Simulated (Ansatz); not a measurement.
Molecular dynamics of ClFH₄W

Input file:

```yaml
crystal:
  periodic: [false, false, false]
  atoms:
    - { symbol: W, position_ang: [0.015049, 0.383733, 0.370981] }
    - { symbol: Cl, position_ang: [0.108084, -0.516069, 2.460493] }
    - { symbol: H, position_ang: [1.602862, 0.276775, 0.103783] }
    - { symbol: F, position_ang: [0.26867, 2.133276, -0.227974] }
    - { symbol: H, position_ang: [-1.058238, -0.433942, -0.582611] }
    - { symbol: H, position_ang: [0.406388, -1.115678, -0.036521] }
    - { symbol: H, position_ang: [0.533494, 0.061596, -1.20919] }
basis:
  gaussian: { orbitals: def2-mTZVP }
hamiltonian:
  xc: pbe0
md:
  timestep: 0.5
  n_steps: 100
  ensemble: nve
  temperature: 700.0
  initial_velocities: maxwell_boltzmann
  seed: 666634
```

Command:

```bash
$ ansatz run input.yaml --threads 1 --pin off --max-ram 2048MiB --backend cpu --events-out ev --progress --plain --runs-dir out
```

It goes on from the last frame of an earlier run, with new velocities.

Output, in part (one step line in 4, the closing report, with atoms numbered from 0):

```
md step     0: t =     0.00 fs  T =   700.0 K  F+E_penalty+E_count = -17124.46849155 eV  E_kin = 0.452410 eV  conserved = -17124.01608155 eV  (28 SCF iters)
md step     4: t =     2.00 fs  T =   709.3 K  F+E_penalty+E_count = -17124.47397747 eV  E_kin = 0.458416 eV  conserved = -17124.01556115 eV  (34 SCF iters)
md step     8: t =     4.00 fs  T =   646.2 K  F+E_penalty+E_count = -17124.43298895 eV  E_kin = 0.417645 eV  conserved = -17124.01534364 eV  (34 SCF iters)
md step    12: t =     6.00 fs  T =   597.0 K  F+E_penalty+E_count = -17124.40112309 eV  E_kin = 0.385813 eV  conserved = -17124.01531025 eV  (35 SCF iters)
md step    16: t =     8.00 fs  T =   560.7 K  F+E_penalty+E_count = -17124.37776933 eV  E_kin = 0.362368 eV  conserved = -17124.01540171 eV  (30 SCF iters)
md step    20: t =    10.00 fs  T =   510.0 K  F+E_penalty+E_count = -17124.34506780 eV  E_kin = 0.329599 eV  conserved = -17124.01546832 eV  (34 SCF iters)
md step    24: t =    12.00 fs  T =   459.6 K  F+E_penalty+E_count = -17124.31214178 eV  E_kin = 0.297055 eV  conserved = -17124.01508657 eV  (35 SCF iters)
md step    28: t =    14.00 fs  T =   533.5 K  F+E_penalty+E_count = -17124.36025017 eV  E_kin = 0.344804 eV  conserved = -17124.01544571 eV  (34 SCF iters)
md step    32: t =    16.00 fs  T =   614.1 K  F+E_penalty+E_count = -17124.41298149 eV  E_kin = 0.396919 eV  conserved = -17124.01606234 eV  (34 SCF iters)
md step    36: t =    18.00 fs  T =   536.3 K  F+E_penalty+E_count = -17124.36190830 eV  E_kin = 0.346589 eV  conserved = -17124.01531972 eV  (36 SCF iters)
md step    40: t =    20.00 fs  T =   478.1 K  F+E_penalty+E_count = -17124.32428233 eV  E_kin = 0.308981 eV  conserved = -17124.01530176 eV  (35 SCF iters)
md step    44: t =    22.00 fs  T =   471.1 K  F+E_penalty+E_count = -17124.31978726 eV  E_kin = 0.304494 eV  conserved = -17124.01529345 eV  (36 SCF iters)
md step    48: t =    24.00 fs  T =   484.0 K  F+E_penalty+E_count = -17124.32828936 eV  E_kin = 0.312796 eV  conserved = -17124.01549350 eV  (35 SCF iters)
md step    52: t =    26.00 fs  T =   459.0 K  F+E_penalty+E_count = -17124.31207218 eV  E_kin = 0.296619 eV  conserved = -17124.01545279 eV  (36 SCF iters)
md step    56: t =    28.00 fs  T =   437.0 K  F+E_penalty+E_count = -17124.29751708 eV  E_kin = 0.282402 eV  conserved = -17124.01511480 eV  (35 SCF iters)
md step    60: t =    30.00 fs  T =   528.8 K  F+E_penalty+E_count = -17124.35727952 eV  E_kin = 0.341741 eV  conserved = -17124.01553817 eV  (34 SCF iters)
md step    64: t =    32.00 fs  T =   606.3 K  F+E_penalty+E_count = -17124.40772442 eV  E_kin = 0.391823 eV  conserved = -17124.01590101 eV  (34 SCF iters)
md step    68: t =    34.00 fs  T =   562.8 K  F+E_penalty+E_count = -17124.37905666 eV  E_kin = 0.363748 eV  conserved = -17124.01530896 eV  (29 SCF iters)
md step    72: t =    36.00 fs  T =   539.2 K  F+E_penalty+E_count = -17124.36377954 eV  E_kin = 0.348482 eV  conserved = -17124.01529737 eV  (35 SCF iters)
md step    76: t =    38.00 fs  T =   556.2 K  F+E_penalty+E_count = -17124.37476219 eV  E_kin = 0.359442 eV  conserved = -17124.01532044 eV  (35 SCF iters)
md step    80: t =    40.00 fs  T =   574.3 K  F+E_penalty+E_count = -17124.38683215 eV  E_kin = 0.371167 eV  conserved = -17124.01566507 eV  (34 SCF iters)
md step    84: t =    42.00 fs  T =   499.8 K  F+E_penalty+E_count = -17124.33850243 eV  E_kin = 0.323019 eV  conserved = -17124.01548333 eV  (34 SCF iters)
md step    88: t =    44.00 fs  T =   427.3 K  F+E_penalty+E_count = -17124.29106918 eV  E_kin = 0.276173 eV  conserved = -17124.01489587 eV  (34 SCF iters)
md step    92: t =    46.00 fs  T =   533.0 K  F+E_penalty+E_count = -17124.36010608 eV  E_kin = 0.344480 eV  conserved = -17124.01562654 eV  (34 SCF iters)
md step    96: t =    48.00 fs  T =   607.2 K  F+E_penalty+E_count = -17124.40832361 eV  E_kin = 0.392414 eV  conserved = -17124.01590918 eV  (34 SCF iters)
md step   100: t =    50.00 fs  T =   547.4 K  F+E_penalty+E_count = -17124.36906026 eV  E_kin = 0.353817 eV  conserved = -17124.01524346 eV  (29 SCF iters)
Total energy: -17124.36909093 eV, -629.3089567776 hartree
Atom 0 at     0.061424     0.412595     0.399870 Å, force    -2.551487    -1.577141    -1.580900 eV/Å
Atom 1 at     0.022614    -0.618991     2.436762 Å, force     0.070609     0.291159     0.234824 eV/Å
Atom 2 at     1.321335    -0.211189    -0.344126 Å, force     1.423696    -0.570522    -0.691409 eV/Å
Atom 3 at     0.077778     2.063194    -0.453229 Å, force     0.073397     0.874625     0.054826 eV/Å
Atom 4 at    -1.460627    -0.024356    -0.292932 Å, force     0.612953     0.268885     0.584245 eV/Å
Atom 5 at    -0.078134    -1.221561     0.002123 Å, force    -0.018988     0.132577     0.245226 eV/Å
Atom 6 at    -0.152350    -0.077549    -1.278365 Å, force     0.389819     0.580417     1.153188 eV/Å
Dipole moment:     0.058699     0.148917     0.170633 e Å
```

All steps were run. The conserved energy stayed within 0.17 meV per atom of its start (net change 0.12 meV per atom), so the integration is sound. A run of 0.05 ps of so small a system gives no equilibrium averages.

The same pairs are bonded in the first frame and the last. Pairs count as bonded within 1.25 times the sum of covalent radii (0.12 Å more for H–H).

Last frame:

```xyz
7
Properties=species:S:1:pos:R:3
W 0.061 0.413 0.400
Cl 0.023 -0.619 2.437
H 1.321 -0.211 -0.344
F 0.078 2.063 -0.453
H -1.461 -0.024 -0.293
H -0.078 -1.222 0.002
H -0.152 -0.077 -1.278
```

The run took 7.9 min on 1 thread of Arm Neoverse V1, with other jobs on the host, peak memory 0.18 GiB.
